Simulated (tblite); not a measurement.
C7H7N3.
SMILES: `Cc1cccc2nn[nH]c12`

All values are computed: GFN2-xTB (tblite) harmonic vibrations without scaling, gas phase. The method is semi-empirical: single wavenumbers can be off by several per cent or more.

Harmonic wavenumbers (cm⁻¹): 102.9, 161.2, 208.3, 243.6, 266.9, 448.4, 472.8, 488.4, 535.8, 576.1, 602.6, 669.0, 696.8, 727.7, 798.7, 846.4, 889.8, 921.3, 961.2, 986.6, 1031.5, 1041.3, 1090.5, 1096.6, 1179.0, 1216.0, 1243.8, 1278.1, 1302.9, 1357.7, 1362.3, 1404.7, 1435.3, 1481.1, 1485.5, 1515.8, 1594.8, 1613.6, 2994.5, 3007.0, 3052.3, 3079.2, 3090.9, 3118.6, 3468.1.

A = 2221, B = 1546, C = 916.6 MHz; mass 133.064 u (most abundant isotopes); point group Cs, symmetry number 1.

Q: Zero-point energy?

A: ½Σν̃ = 28573 cm⁻¹ = 341.81 kJ/mol.

Q: What is S at 500 K and 1 bar for an ideal gas of classical rigid rotors and harmonic oscillators?

A: Translation 180.60, rotation 127.84, vibration 146.42: S = 454.9 J/(mol K).

Q: And Cp and H(500 K) − H(0)?

A: Cp = 215.01 J/(mol K), of which vibrations give 181.75 (their classical limit is 45 R = 374.2); H(500 K) − H(0) = 59.14 kJ/mol without the zero-point energy, 42.51 from vibrations.

Q: How do the functions run with temperature in this model?

A: 
```
 T (K)  S (J/(mol K))  Cp (J/(mol K))  H − H(0) (kJ/mol)  G − H(0) (kJ/mol)  ln q(vib)
    50          234.3            40.6               1.76              -9.96       0.07
   100          267.7            57.7               4.22             -22.56       0.47
298.15          364.5           137.3              23.17             -85.50       3.46
373.15          398.7           169.0              34.67            -114.12       4.86
   750          554.8           276.4             121.25            -294.82      12.56
  1000          639.8           313.8             195.38            -444.43      17.58
```

q(vib) and H(0) count from the zero-point level.

Q: Which modes carry the vibrational entropy at 500 K?

A: 102.9 cm⁻¹: 18.46; 161.2 cm⁻¹: 14.78; 208.3 cm⁻¹: 12.69; 243.6 cm⁻¹: 11.44; 266.9 cm⁻¹: 10.71; 448.4 cm⁻¹: 6.75 J/(mol K); the other 39 give 71.59 together.

Hindered rotation and anharmonicity are outside this model.

On an Arm Neoverse V1 with one thread (shared host), this took 0.58 s of wall time. This covers the Hessian and the dipole derivatives.
